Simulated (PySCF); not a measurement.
**Deuteron quadrupole couplings in `CP(P)C1=CCCC1`**

Species: C6H12P2.
SMILES with atom numbers: `[CH3:1][P:2]([PH2:3])[C:4]1=[CH:5][CH2:6][CH2:7][CH2:8]1` (hydrogens: H9, H10, H11 on C1; H12, H13 on P3; H14 on C5; H15, H16 on C6; H17, H18 on C7; H19, H20 on C8)

Structure used (GFN2-xTB), in Å, numbered top down from 1:
```
atom  x, y, z in Å
C1    -2.2894   -1.2837   -0.3785
P2    -1.7641    0.3483    0.3447
P3    -2.2247    1.5983   -1.3718
C4     0.0312    0.1782    0.1128
C5     0.8330    0.8924   -0.6694
C6     2.2709    0.4996   -0.5206
C7     2.2740   -0.3819    0.7401
C8     0.8113   -0.8090    0.9434
H9    -1.8037   -1.4624   -1.3362
H10   -2.0327   -2.0789    0.3188
H11   -3.3703   -1.2741   -0.5128
H12   -1.9094    2.7711   -0.6899
H13   -3.5662    1.6887   -1.0043
H14    0.5218    1.6519   -1.3702
H15    2.5988   -0.0583   -1.4028
H16    2.9235    1.3679   -0.4201
H17    2.6064    0.2052    1.5966
H18    2.9391   -1.2378    0.6404
H19    0.5088   -0.7808    1.9913
H20    0.6366   -1.8239    0.5759
```

Level: PBE0/pcSseg-1 (PySCF, non-relativistic); Q(2H) = 0.00286 b; rigid geometry, the same for H and D, with no vibrational averaging.

Task: Rank these positions by the coupling χzz of a deuteron there, largest first.
A. H10 (methyl hydrogen)
B. H12 (P–H hydrogen)
C. H14 (vinylic hydrogen)
D. H15 (methylene hydrogen)

Result: C (222 kHz), A (213 kHz), D (203 kHz), B (137 kHz).

Task: Give the electric field gradient Vzz (the principal value of largest size), its asymmetry and the 2H coupling at each hydrogen.

Result: 
```
atom  bonded to  bond length (Å)  Vzz (au)     η  χzz (kHz)
  H9         C1            1.089    0.3129  0.01        210
 H10         C1            1.088    0.3172  0.01        213
 H11         C1            1.089    0.3146  0.02        211
 H12         P3            1.393    0.2034  0.07        137
 H13         P3            1.394    0.2026  0.08        136
 H14         C5            1.079    0.3306  0.07        222
 H15         C6            1.094    0.3027  0.02        203
 H16         C6            1.091    0.3078  0.02        207
 H17         C7            1.090    0.3073  0.02        206
 H18         C7            1.089    0.3122  0.01        210
 H19         C8            1.091    0.3060  0.02        206
 H20         C8            1.093    0.3035  0.02        204
```

Task: Average by the element that carries the hydrogen.

Result: on C: 209 kHz over 10 positions, mean bond length 1.089 Å; on P: 136 kHz over 2 positions, mean bond length 1.393 Å.

Task: How does χzz go with the bond length over the 10 C–H bonds?

Result: A straight-line fit has a slope of -13.3 kHz for each 0.01 Å, with a correlation coefficient of -0.97, over lengths from 1.079 to 1.094 Å. The longer bonds have the smaller couplings here.

Task: A static deuteron (I = 1) shows a doublet split by (3/2)χ, (3/4)χ(1 + η) and (3/4)χ(1 − η) with the field along z, y and x of the gradient. What are these for H17?

Result: With |χ| = 206.5 kHz and η = 0.021: 310, 158 and 152 kHz, to first order and without motion.

One conformer (not necessarily the lowest) at the GFN2-xTB geometry, without solvent, vibrations or thermal averaging. GFN2-xTB bond lengths can be off by several hundredths of an ångström, more for odd bonds, and the gradients follow them. The basis is small and wasn't made for field gradients, so the couplings can be 20 % off.

These values come from a run that also computed NMR shieldings. Rough CPU time on one thread of a shared machine: about 1.7 min.
